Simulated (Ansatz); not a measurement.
```xyz
2

Cl    0.0000    0.0000    0.0000
F     0.0000    0.0000    1.6280
```

Basis set: cc-pVDZ (spherical functions). Frozen core: 6 orbitals. Charge 0, multiplicity 1.

Computed with Ansatz (development build ahead of 0.2.0); the reference of a correlated method needn't be the lowest determinant of its kind. Restricted open shells among the atoms or ions are ROHF, correlated in semicanonical orbitals with singles.

(1) Give the atomization energy at this shape (free ground-state atoms in the same class of orbitals less the molecule, no zero-point energy) of singlet ClF by RHF-CCSD(T), RHF-CCSD.

Results:

(1)

```tsv
method	atomization energy
RHF-CCSD(T)	41.86 kcal/mol
RHF-CCSD	39.07 kcal/mol
```

Caution: no unrestricted run beside it, a lower state can exist.
